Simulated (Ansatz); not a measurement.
`[SiH3]B[CH2][SnH3]` + CH₃OH → `C[O][SnH3]` + `CB[SiH3]` at 298.15 K and 1 bar (ligand exchange at the Sn–C bond).

Program: Ansatz. Geometries: PBE0-D4/def2-TZVP. ΔE: electronic, gas phase. CBS: MP2 limit from def2 TZ/QZ plus the TZ coupled-cluster correction, frozen cores. This one scheme is used for every species. def2 core potentials past Kr. For Sn outer-core shells are correlated without core-valence functions, which leaves a few kJ/mol of doubt a bond. Each species was taken in one conformer, which may not be the lowest.

```json
{"species": "`[SiH3]B[CH2][SnH3]`", "CCSD(T)/CBS energy (Eh)": "-571.32551", "H − E (kJ/mol)": "245.9", "S (J/(mol·K))": "389.4"}
{"species": "CH₃OH", "CCSD(T)/CBS energy (Eh)": "-115.61712", "H − E (kJ/mol)": "146.3", "S (J/(mol·K))": "238.2"}
{"species": "`C[O][SnH3]`", "CCSD(T)/CBS energy (Eh)": "-330.83288", "H − E (kJ/mol)": "179.3", "S (J/(mol·K))": "324.5"}
{"species": "`CB[SiH3]`", "CCSD(T)/CBS energy (Eh)": "-356.10570", "H − E (kJ/mol)": "208.0", "S (J/(mol·K))": "315.5"}
```

H − E and S are ideal-gas, rigid-rotor, harmonic terms from PBE0-D4/def2-TZVP, for one conformer and one mirror image of each species. 1 Eh = 2625.50 kJ/mol, R = 8.31446 J/(mol·K).

Q: By hand: ΔE, ΔH, ΔS and ΔG.

A: ΔE = (-330.83288) + (-356.10570) − (-571.32551) − (-115.61712) = 0.00405 Eh = 10.6 kJ/mol. Δ(H − E) = 179.3 + 208.0 − 245.9 − 146.3 = -4.9, so ΔH = 5.7 kJ/mol. ΔS = 324.5 + 315.5 − 389.4 − 238.2 = 12.4 J/(mol·K). ΔG = 5.7 − 298.15 × (12.4)/1000 = 2.0 kJ/mol.

Q: By hand: the equilibrium constant, and the temperature at which ΔG would vanish if ΔH and ΔS stayed fixed.

A: log₁₀ K = −ΔG/(RT ln 10) = -0.4. ΔG = 0 at ΔH/ΔS = 460 K, though so small a ΔH makes that figure unsure.

TΔS isn't small against ΔH here. The sign of ΔG lies within the doubt. A doubt of 5 kJ/mol in ΔE shifts log₁₀ K by 0.9 here. Other conformers and mirror images would add mixing entropy, several J/(mol·K) or more a flexible species. Modes under 60 cm⁻¹, often nearly free rotors, make the harmonic entropy too high. These are equilibria of isolated gas molecules and say nothing of rates. Largest T1 diagnostic: 0.013 (customary marks: 0.02 for closed shells, 0.045 for open ones).
